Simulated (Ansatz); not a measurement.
Basis-set series for C2H7AlGe. The species carries charge 0 and has multiplicity 1. The bonds changed during the relaxation, so this is another structure than the one it started from. The structure was optimised at the PBE0-D4/def2-TZVP level.

```xyz
11

Ge   -0.184    0.097    1.476
C     0.915    0.203   -0.065
C     0.499   -0.849   -1.109
Al   -0.736    0.638   -1.038
H    -0.517   -1.230    2.194
H    -1.600    0.203    0.570
H    -0.196    1.286    2.443
H     1.930    0.575    0.009
H     1.145   -0.839   -1.987
H     0.314   -1.873   -0.785
H    -1.571    1.789   -1.708
```

```tsv
functional	basis	functions	energy (Eh)	HOMO (eV)	LUMO (eV)
PBE0-D4	def2-TZVPP	250	-2399.35008	-5.76	-0.75
PBE0-D4	def2-QZVPP	483	-2399.40711	-5.77	-0.83
ωB97M-V	def2-TZVPP	250	-2399.63149	-7.82	1.02
ωB97M-V	def2-QZVPP	483	-2399.68706	-7.83	0.74
```

Q: Give the rows for def2-SVP. (Estimate.)

A: The calculation gave: 
| functional | basis | functions | energy (Eh) | HOMO (eV) | LUMO (eV) |
| --- | --- | --- | --- | --- | --- |
| PBE0-D4 | def2-SVP | 113 | -2398.91677 | -5.75 | -0.65 |
| ωB97M-V | def2-SVP | 113 | -2399.19419 | -7.78 | 1.21 |

Positive LUMOs are unbound and depend on the basis. Scalar relativity is left out up to krypton.

Results of the Gaussian-basis code of Ansatz.
